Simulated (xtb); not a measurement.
C$_{3}$H$_{9}$B, charge +1, sextet, geometry from GFN2-xTB of the parent state (a state made from the parent by changing its charge; the spin is typed, not shown lowest); GFN2-xTB run with xtb 6.7.1.

The xtb input:
```
$ xtb mol.xyz --gfn 2 --chrg 1 --uhf 5 --json

# file mol.xyz
13

B     -0.05647573     0.05517160    -0.05364308
C      1.51411882    -0.13791460    -0.22617234
H      2.02755724    -0.85500214     0.40558796
H      1.94104364     0.84853152    -0.03424725
H      1.65529476    -0.43161225    -1.26820282
C     -0.49203480    -0.76952308     1.23631151
H     -1.34235646    -1.37537941     0.91708171
H     -0.79808470    -0.01384345     1.96257438
H      0.23345189    -1.41985028     1.71348884
C     -0.97605379     0.86460885    -0.96549414
H     -1.85392301     1.28359200    -0.46707029
H     -1.36351003     0.23270689    -1.76988686
H     -0.49327601     1.71197205    -1.45898050
```

It wrote (shortened):

```
   ID    Z sym.   atoms
    1    5 B      1
    2    6 C      2, 6, 10
    3    1 H      3-5, 7-9, 11-13

           -------------------------------------------------
          |                Calculation Setup                |
           -------------------------------------------------

           -------------------------------------------------
          |                 G F N 2 - x T B                 |
           -------------------------------------------------

          ...................................................
          :                      SETUP                      :
          :.................................................:
          :  # basis functions                  25          :
          :  # atomic orbitals                  25          :
          :  # shells                           17          :
          :  # electrons                        23          :
          :  max. iterations                   250          :
          :  Hamiltonian                  GFN2-xTB          :
          :  restarted?                      false          :
          :  GBSA solvation                  false          :
          :  PC potential                    false          :
          :  electronic temp.          300.0000000     K    :
          :  accuracy                    1.0000000          :
          :  -> integral cutoff          0.2500000E+02      :
          :  -> integral neglect         0.1000000E-07      :
          :  -> SCF convergence          0.1000000E-05 Eh   :
          :  -> wf. convergence          0.1000000E-03 e    :
          :  Broyden damping             0.4000000          :
          :  net charge                          1          :
          :  unpaired electrons                  5          :
          ...................................................

 iter      E             dE          RMSdq      gap      omega  full diag
   1    -11.1179910 -0.111180E+02  0.571E+00    0.89       0.0  T
   2    -11.1464875 -0.284965E-01  0.342E+00    1.00       1.0  T
   3    -11.1241239  0.223636E-01  0.110E+00    0.67       1.0  T
   4    -11.0238779  0.100246E+00  0.199E+00    0.56       1.0  T
   5    -11.1493840 -0.125506E+00  0.350E-01    0.62       1.0  T
   6    -11.1513683 -0.198429E-02  0.179E-01    0.62       1.0  T
   7    -11.1515954 -0.227119E-03  0.571E-02    0.62       1.0  T
   8    -11.1515985 -0.310634E-05  0.170E-02    0.62       1.6  T
   9    -11.1516004 -0.184651E-05  0.840E-03    0.62       3.3  T
  10    -11.1516013 -0.944448E-06  0.182E-03    0.62      15.3  T
  11    -11.1516013  0.252636E-07  0.170E-03    0.62      16.3  T
  12    -11.1516014 -0.509379E-07  0.541E-04    0.62      51.2  T
  13    -11.1516014 -0.337857E-08  0.164E-04    0.62     169.2  T

   *** convergence criteria satisfied after 13 iterations ***

         :::::::::::::::::::::::::::::::::::::::::::::::::::::
         ::                     SUMMARY                     ::
         :::::::::::::::::::::::::::::::::::::::::::::::::::::
         :: total energy             -10.961061775131 Eh    ::
         :: gradient norm              0.371473383019 Eh/a0 ::
         :: HOMO-LUMO gap              0.616420358479 eV    ::
         ::.................................................::
         :: SCC energy               -11.151591447488 Eh    ::
         :: -> isotropic ES            0.112216252848 Eh    ::
         :: -> anisotropic ES         -0.011743870423 Eh    ::
         :: -> anisotropic XC          0.007266193866 Eh    ::
         :: -> dispersion             -0.004158246230 Eh    ::
         :: repulsion energy           0.190529672357 Eh    ::
         :: add. restraining           0.000000000000 Eh    ::
         :: total charge               1.000000000000 e     ::
         :::::::::::::::::::::::::::::::::::::::::::::::::::::

           -------------------------------------------------
          |                Property Printout                |
[...]
        17                         -0.0031914              -0.0868
        18                          0.0013129               0.0357
        19                          0.0168639               0.4589
        20                          0.0323964               0.8815
        21                          0.0386666               1.0522
        22                          0.0488988               1.3306
        23                          0.0792060               2.1553
        24                          0.1724942               4.6938
        25                          0.2543244               6.9205
      -------------------------------------------------------------
                  HL-Gap            0.0226530 Eh            0.6164 eV
             Fermi-level           -0.3702342 Eh          -10.0746 eV

     #   Z          covCN         q      C6AA      α(0)
     1   5 B        2.698     0.052    20.764     7.647
     2   6 C        3.672    -0.109    22.841     6.850
     3   1 H        0.925     0.172     1.249     1.748
     4   1 H        0.924     0.128     1.550     1.947
     5   1 H        0.924     0.136     1.494     1.911
     6   6 C        3.672    -0.109    22.841     6.850
     7   1 H        0.924     0.136     1.494     1.911
     8   1 H        0.924     0.128     1.550     1.947
     9   1 H        0.925     0.172     1.249     1.748
    10   6 C        3.676    -0.057    21.829     6.694
    11   1 H        0.924     0.117     1.639     2.002
    12   1 H        0.924     0.117     1.642     2.004
    13   1 H        0.924     0.117     1.639     2.002

 Mol. C6AA /au·bohr⁶  :        884.277042
 Mol. C8AA /au·bohr⁸  :      20520.427507
 Mol. α(0) /au        :         45.259767

Wiberg/Mayer (AO) data.
largest (>0.10) Wiberg bond orders for each atom

 ---------------------------------------------------------------------------
     #   Z sym  total        # sym  WBO       # sym  WBO       # sym  WBO
 ---------------------------------------------------------------------------
     1   5 B    2.428 --    10 C    0.874     6 C    0.572     2 C    0.572
     2   6 C    3.623 --     4 H    0.893     5 H    0.880     3 H    0.719
                             1 B    0.572     6 C    0.212    10 C    0.183
     3   1 H    0.936 --     2 C    0.719
     4   1 H    0.975 --     2 C    0.893
     5   1 H    0.972 --     2 C    0.880
     6   6 C    3.623 --     8 H    0.893     7 H    0.880     9 H    0.719
                             1 B    0.572     2 C    0.212    10 C    0.183
     7   1 H    0.972 --     6 C    0.880
     8   1 H    0.975 --     6 C    0.893
     9   1 H    0.936 --     6 C    0.719
    10   6 C    3.667 --    12 H    0.927     1 B    0.874    11 H    0.677
                            13 H    0.677     2 C    0.183     6 C    0.183
    11   1 H    0.933 --    10 C    0.677
    12   1 H    0.978 --    10 C    0.927
    13   1 H    0.933 --    10 C    0.677
 ---------------------------------------------------------------------------

Topologies differ in total number of bonds
Writing topology from bond orders to xtbtopo.mol

molecular dipole:
                 x           y           z       tot (Debye)
 q only:        0.163      -0.190       0.142
   full:        0.175      -0.196       0.155       0.775
molecular quadrupole (traceless):
                xx          xy          yy          xz          yz          zz
 q only:        2.455      -2.011      -2.551       0.361      -4.533       0.096
  q+dip:        2.808      -2.090      -3.104       0.469      -4.988       0.297
   full:        3.147      -2.408      -3.359       0.413      -5.655       0.212

           -------------------------------------------------
          | TOTAL ENERGY              -10.961061775131 Eh   |
          | GRADIENT NORM               0.371473383019 Eh/α |
          | HOMO-LUMO GAP               0.616420358479 eV   |
           -------------------------------------------------

normal termination of xtb
```
